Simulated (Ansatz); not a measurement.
Which is lower?

The two ends of one reaction step of CH₅GaS, closed shell (PBE0-D4/def2-TZVP).

A:

| atom | x (Å) | y (Å) | z (Å) |
| --- | --- | --- | --- |
| Ga1 | -0.0313 | -0.4622 | -0.4720 |
| H2 | -0.5107 | -0.9510 | -1.8797 |
| S3 | 1.1692 | -1.8849 | 0.7164 |
| H4 | 1.1420 | -2.8628 | -0.2029 |
| C5 | -0.3849 | 1.2809 | 0.3474 |
| H6 | 0.0661 | 1.3584 | 1.3368 |
| H7 | -1.4619 | 1.4417 | 0.4378 |
| H8 | 0.0118 | 2.0799 | -0.2838 |

B:

```json
{"atom": "Ga1", "x (Å)": "0.6465", "y (Å)": "-0.4301", "z (Å)": "0.9365"}
{"atom": "H2", "x (Å)": "-0.4695", "y (Å)": "-1.2937", "z (Å)": "-2.0985"}
{"atom": "S3", "x (Å)": "1.6323", "y (Å)": "-2.0999", "z (Å)": "1.4688"}
{"atom": "H4", "x (Å)": "-0.0644", "y (Å)": "-1.7899", "z (Å)": "-1.7118"}
{"atom": "C5", "x (Å)": "-0.3000", "y (Å)": "1.1740", "z (Å)": "0.4259"}
{"atom": "H6", "x (Å)": "-0.2329", "y (Å)": "1.9174", "z (Å)": "1.2211"}
{"atom": "H7", "x (Å)": "-1.3493", "y (Å)": "0.9384", "z (Å)": "0.2434"}
{"atom": "H8", "x (Å)": "0.1375", "y (Å)": "1.5837", "z (Å)": "-0.4854"}
```

Program: Ansatz 0.2.0. Basis: def2-TZVPP. Cores are frozen in the correlated methods. Filled d shells of the heavier atoms are correlated. The def2 sets are not built for correlating such inner shells, so the correlated values are less sure here. B3LYP uses VWN-RPA correlation.

(1) Which structure is lower at CCSD(T), and by how much? (An estimate is asked for; the value comes from the calculation.)

The T1 diagnostic stays at or below 0.016.

## Answers

(1) By the calculation: A, by 19.08 kcal/mol (electronic energy, against the other). By their contacts, A is CH₅GaS ([CH3][GaH][SH]) and B is a complex of CH₃GaS ([CH3][Ga][S]) + H₂.

All methods give the same order:

```
      method  E(B) − E(A) (kcal/mol)
       SPW92                   21.78
      PBE-D4                   16.66
     BLYP-D4                   14.16
   r2SCAN-D4                   18.48
      B97M-V                   19.51
     PBE0-D4                   20.17
    B3LYP-D4                   17.46
  r2SCAN0-D4                   20.82
    BHLYP-D4                   21.39
CAM-B3LYP-D4                   20.84
     wB97X-V                   22.00
     wB97M-V                   20.36
      B2PLYP                   17.08
    PBE-QIDH                   21.01
  RPA on PBE                   18.20
          HF                   23.12
         MP2                   17.48
        CCSD                   20.90
     CCSD(T)                   19.08
```

Labels in which every atom is bracketed show which atoms are joined, not bond orders.

For scale, one of the runs: CCSD(T)/def2-TZVPP, 191 basis functions (an equivalent command: `ansatz run in.yaml --threads 4`). Hardware: 4 CPU threads, shared host. Wall time 40 s; peak host memory 2 GiB.
